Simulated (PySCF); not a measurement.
EPR parameters of [C7H10O]+

Compound: C7H10O (charge +1 and doublet state).
Structure used (GFN2-xTB), in Å, numbered top down from 1:
```
atom  x, y, z in Å
C1     0.259    1.912    0.401
C2     0.345    0.742   -0.246
C3     1.393   -0.238   -0.494
C4     2.699   -0.277   -0.191
C5     0.443   -1.160   -1.197
C6    -0.676   -0.142   -0.910
C7    -1.774   -0.600    0.106
O8    -2.612    0.432    0.458
H9    -0.706    2.327    0.657
H10    1.131    2.474    0.697
H11    3.179    0.513    0.363
H12    3.325   -1.082   -0.543
H13    0.654   -1.312   -2.256
H14    0.335   -2.141   -0.735
H15   -1.166    0.284   -1.787
H16   -2.307   -1.431   -0.377
H17   -1.296   -0.950    1.025
H18   -3.235    0.656   -0.248
```

The hyperfine couplings belong to this conformer and change with its torsions.

The species is `C=C1[C]([CH2+])C[C@H]1CO` [radical] (charge +1).

Method used: UKS B3LYP, pcH-1 on C H O, non-relativistic, mean-field spin-orbit, GIAO in PySCF 2.14.0. One conformer (not necessarily the lowest) at the GFN2-xTB geometry, without solvent, vibrations or thermal averaging. The geometry wasn't refined by DFT: couplings that depend on bond lengths, twists or pyramidal angles can differ widely from those at the functional's own minimum, by a factor of two or more for some ions and for spin on atoms past the first row. The frame is twisted about the C1–C2 bond at this geometry (dihedral H9–C1–C2–C6 = 9°); couplings at other torsion angles weren't computed. Stability of the SCF solution: not tested.

| Quantity | Value |
| --- | --- |
| g1, g2, g3 | 2.00233, 2.00326, 2.00372 |
| g_iso | 2.00311 |
| Form of g | rhombic: the two nearest values differ by 33 % of g3 − g1 |
| ⟨S²⟩ | 0.7677 (exact 0.7500) |
| α and β electrons | 30, 29 |
| HOMO–LUMO gap, α and β orbitals | 4.73, 1.78 eV |
| Total energy | -347.63318 Eh |
| Basis functions | 300 |

Isotropic coupling and dipolar principal values T1 to T3, in mT (MHz turned into mT with g_iso):

```csv
atom,isotope,a_iso,T1,T2,T3,Mulliken spin population
C1,13C,1.20,-1.41,-1.40,2.81,0.49
C2,13C,-0.50,-0.42,-0.13,0.55,0.04
C3,13C,-0.16,-0.25,-0.13,0.38,0.02
C4,13C,0.93,-1.07,-1.05,2.11,0.37
C5,13C,-0.14,-0.05,-0.03,0.07,0.00
C6,13C,-0.18,-0.20,-0.17,0.38,0.03
C7,13C,0.22,-0.18,-0.16,0.34,0.03
O8,17O,-0.19,-0.66,0.32,0.34,0.06
H9,1H,-0.88,-0.64,-0.14,0.78,-0.02
H10,1H,-0.88,-0.61,-0.13,0.74,-0.02
H11,1H,-0.82,-0.42,-0.10,0.52,-0.02
H12,1H,-0.80,-0.50,-0.08,0.59,-0.02
H13,1H,1.15,-0.07,-0.03,0.10,0.01
H14,1H,0.92,-0.08,-0.02,0.10,0.01
H15,1H,0.38,-0.08,-0.08,0.17,0.00
H16,1H,1.34,-0.09,-0.05,0.14,0.02
H17,1H,-0.06,-0.09,0.01,0.08,0.00
H18,1H,-0.14,-0.17,-0.05,0.22,0.00
```

Largest spin populations (Mulliken): C1 (+0.49) and C4 (+0.37).

The SMILES `C=C1[C]([CH2+])C[C@H]1CO` draws the unpaired electron on C3, whose computed spin population is only +0.02.

Axes: g2 points within 10° of the C1–C2 bond.

Under fast tumbling the dipolar parts average out, and these isotropic splittings remain (the largest six): 1 × 1H (H16, I = 1/2, 2 lines) with 1.34 mT, 1 × 1H (H13, I = 1/2, 2 lines) with 1.15 mT, 1 × 1H (H14, I = 1/2, 2 lines) with 0.92 mT, 1 × 1H (H10, I = 1/2, 2 lines) with 0.88 mT, 1 × 1H (H9, I = 1/2, 2 lines) with 0.88 mT and 1 × 1H (H11, I = 1/2, 2 lines) with 0.82 mT.

H11 and H12 aren't averaged: C4 is flat or nearly so (angle sum 360°), and its turn about the short C4–C3 bond (1.34 Å) is taken as slow.

The 17O coupling of O8 (-5.3 MHz) shows only in satellite lines or after enrichment, since that isotope makes up about 0.038 % of natural oxygen.

The 13C coupling of C1 (33.6 MHz) shows only in satellite lines or after enrichment, since that isotope makes up about 1.07 % of natural carbon.

β density exceeds α density at some nuclei, such as C2 (-0.0125), H10 (-0.0055) and H9 (-0.0055), spin density in bohr⁻³. In a single determinant that takes different orbitals for the two spins, that is spin polarisation.

The run took 72 s wall (with the writing of density and orbital grids) on an AMD EPYC 7B13 with one thread, on a shared host, and the process peaked at 0.97 GiB of memory.
